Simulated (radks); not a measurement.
The numbers below are computed, except where a source is named.
How relativity changes the ionisation of the europium ion Eu3+ ([Xe] 4f6) to Eu4+ ([Xe] 4f5). Spin-unpolarised spherical Kohn-Sham, PBE, point nucleus unless stated (finite: rms radius 5.1115 fm), a radial shooting solver on a logarithmic mesh with Libxc functionals. A level marked "c x" has the speed of light scaled by that factor and shares open shells by 2j + 1; other Dirac levels either fill j = l - 1/2 first or share by 2j + 1.

level                               E(Eu3+) (hartree)  E(Eu4+) (hartree)  IE (eV)   HOMO  <r> HOMO (bohr)
non-rel.                                  -10424.5163        -10422.7851   47.108     4f           0.8401
scalar-rel.                               -10842.5325        -10840.9605   42.775     4f           0.8772
scalar-rel., finite nucleus               -10841.7669        -10840.1949   42.776     4f           0.8772
Dirac, 2j+1 shares                        -10850.6307        -10849.0621   42.682  4f7/2           0.8824
Dirac, low j first                        -10850.7161        -10849.1396   42.899  4f5/2           0.8742
Dirac, 2j+1 shares, finite nucleus        -10849.8607        -10848.2921   42.684  4f7/2           0.8824
Dirac, c x 1.5                            -10602.4885        -10600.8299   45.133  4f7/2           0.8577
Dirac, c x 2                              -10522.6136        -10520.9233   45.996  4f7/2           0.8498
Dirac, c x 5                              -10439.8829        -10438.1582   46.930  4f7/2           0.8416

NIST Atomic Spectra Database: 42.9 eV (semi-empirical). The relativistic part of the total energy of Eu3+ is -425.3 hartree (Dirac, 2j+1 shares, finite nucleus), 4.1 % of the non-relativistic value. Spin polarisation and multiplet splitting of open shells are left out at every level.

Beside tabulated values, note that relativity, absent from the non-relativistic runs, is large for the heavy elements, and spin-unpolarised runs miss the spin-polarisation part of the exchange energy of open shells. No tabulated value is given for the 4+ ions of Nd, Pm and Eu to Yb, where it belongs to another shell than the one emptied here.
